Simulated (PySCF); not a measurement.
C₄H₃Cl₂F, SMILES F[C@@H](Cl)C=C=CCl.

Geometry optimised at TPSSh-D3(BJ)/def2-SVP. The structure was generated by enumeration; whether it is a known compound was not checked. One conformer was computed; it need not be the lowest.

These are TDA-LC-ωPBE/def2-SVPD (PySCF) values and carry that method's errors.

Vertical excitations. The molecule is in vacuum.

Computed UV-visible absorptions:
| state | energy (eV) | λ (nm) | f | main pairs |
|---|---|---|---|---|
| S1 | 5.13 | 242 | 0.001 | HOMO→LUMO 89 % |
| S2 | 6.45 | 192 | 0.008 | HOMO−1→LUMO+1 79 % |
| S3 | 7.21 | 172 | 0.121 | HOMO−1→LUMO 35 %, HOMO−2→LUMO 22 %, HOMO−2→LUMO+3 10 % |
| S4 | 7.28 | 170 | 0.020 | HOMO→LUMO+1 51 %, HOMO−1→LUMO 17 %, HOMO−2→LUMO 14 % |
| S5 | 7.38 | 168 | 0.003 | HOMO−3→LUMO 78 % |
| S6 | 7.48 | 166 | 0.528 | HOMO→LUMO+1 23 %, HOMO−2→LUMO 16 %, HOMO−1→LUMO 11 %, HOMO−4→LUMO 9 % |
| S7 | 7.65 | 162 | 0.003 | HOMO→LUMO+2 48 % |
| S8 | 7.86 | 158 | 1.140 | HOMO−4→LUMO 29 %, HOMO−1→LUMO 21 %, HOMO→LUMO+1 10 %, HOMO−4→LUMO+3 9 % |
| S9 | 8.05 | 154 | 0.001 | HOMO−3→LUMO+1 86 % |
| S10 | 8.31 | 149 | 0.000 | HOMO→LUMO+2 32 %, HOMO−5→LUMO 16 %, HOMO→LUMO+5 12 %, HOMO−6→LUMO 7 % |
| T1 | 4.08 | 304 | 0 | HOMO−1→LUMO 52 %, HOMO→LUMO+1 24 % |
| T2 | 4.34 | 285 | 0 | HOMO→LUMO+1 50 %, HOMO−1→LUMO 23 % |
| T3 | 4.63 | 268 | 0 | HOMO→LUMO 85 % |
| T4 | 6.01 | 206 | 0 | HOMO−1→LUMO+1 81 % |
Triplets are in the Tamm–Dancoff approximation.
